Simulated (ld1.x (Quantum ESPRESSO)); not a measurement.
# C: one change to a TM semilocal potential, before and after

- Element: C (Z = 6)
- Generator: ld1.x (Quantum ESPRESSO) 7.5
- Type: norm-conserving Troullier–Martins (semilocal form)
- Functional: revPBE
- Relativity: non-relativistic
- Frozen core: [He]
- Valence charge: 4
- Reference configuration: 2s2 2p2
- Partial waves: 2p (bound): rc 2.90 bohr; 2s (bound): rc 1.10 bohr
- Local potential: the s channel
- Core correction: none

Change: wave 2p (bound): rc 2.90 bohr becomes 2p (bound): rc 3.74 bohr.

Cutoffs: the cutoffs (Ry, on a coarse ladder) from which the occupation-weighted sum of valence levels, in a spherical-Bessel basis at the reference potential, stays within 10 and 1 mRy of its value at 400 Ry; they do not see the model core or the augmentation charge, which bear on the density cutoff. Errors are all-electron minus pseudo energies relative to the spin-unpolarised reference configuration.

**Question.** Predict the effect on cutoff, ghosts and configuration errors.

**Answer.** The potential gets neither clearly harder nor softer (35 Ry and 90 Ry → 35 Ry and 90 Ry); the s channel sets the loose cutoff, while the largest relative change is in p, which becomes softer; of the 7 tests that both files solve, the error grows in 7 and shrinks in 0 by more than 15 % and 0.3 meV (median size 94.2 → 259.3 meV); neither file shows a bound ghost at the reference potential, the only one tested. More of the atom is replaced by a form fitted at one configuration, so other configurations suffer. A semilocal file is local in each channel, so a ghost entry of none says nothing of the separable form that plane-wave codes build from it.

| quantity | base | changed |
| --- | --- | --- |
| cutoff, loose | 35 Ry | 35 Ry |
| cutoff, tight | 90 Ry | 90 Ry |
| loose cutoff by channel (10 mRy a level) | p 15 Ry, s 30 Ry | p 10 Ry, s 30 Ry |
| bound ghosts | none | none |
| error for 2s2 2p1, meV [ΔE 10.81 eV] | +94 | +259 |
| error for 2s2 2p0, meV [ΔE 34.89 eV] | +946 | +2040 |
| error for 2s1 2p0, meV [ΔE 83.08 eV] | +1793 | +3740 |
| error for 2s2 2p2.3, meV [ΔE -1.15 eV] | -0.7 | +1.2 |
| error for 2s2 2p1.5, meV [ΔE 3.94 eV] | +10 | +37 |
| error for 2s0 2p4, meV [ΔE 17.09 eV] | -114 | -300 |
| error for 2s1 2p3, meV [ΔE 8.54 eV] | -27 | -76 |

Changed file: These tests converged, but a pseudo level misses the all-electron one widely, so the file describes the atom poorly there or has found another state: 2s1 2p0: empty 2p by 5.2 eV.
